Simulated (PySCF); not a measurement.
CH₂F, charge +1, multiplicity 1. Atoms are numbered in the order given.

```xyz
4

C      0.0000     0.0000    -0.5933
F      0.0000     0.0000     0.6383
H      0.0000     0.9757    -1.0924
H      0.0000    -0.9757    -1.0924
```
Charge +1, spin multiplicity 1.

The structure is a stationary point at B3LYP-D3(BJ)/def2-TZVPD. The spin state was assumed, not searched. The isomer is the one that the SMILES or the coordinates give; other isomers of the formula were not compared.

Method: PySCF with TDDFT-LC-ωPBE/def2-TZVPD.

Vertical excitations.  State labels are in the subgroup C2v.

```tsv
state	symmetry	energy (eV)	λ (nm)	f	main pairs
S1	A2	5.29	234	0.000	HOMO→LUMO 100 %
S2	A2	10.37	120	0.000	HOMO−3→LUMO 99 %
S3	B1	10.49	118	0.015	HOMO−2→LUMO 99 %
S4	A1	11.18	111	0.115	HOMO−1→LUMO 95 %
S5	B2	12.97	96	0.019	HOMO→LUMO+1 49 %, HOMO→LUMO+2 42 %
S6	B2	13.83	90	0.150	HOMO→LUMO+2 49 %, HOMO→LUMO+1 44 %
S7	A1	15.28	81	0.097	HOMO→LUMO+3 96 %
S8	B1	15.76	79	0.094	HOMO−4→LUMO 93 %
S9	B2	15.86	78	0.103	HOMO→LUMO+4 90 %
S10	A2	15.97	78	0.000	HOMO→LUMO+5 95 %
T1	A2	4.47	278	0	HOMO→LUMO 98 %
T2	A1	7.88	157	0	HOMO−1→LUMO 98 %
T3	B1	9.03	137	0	HOMO−2→LUMO 96 %
T4	A2	9.57	130	0	HOMO−3→LUMO 98 %
```
Triplets are in the Tamm–Dancoff approximation, which puts them higher than full response would, so one can lie above its singlet here.
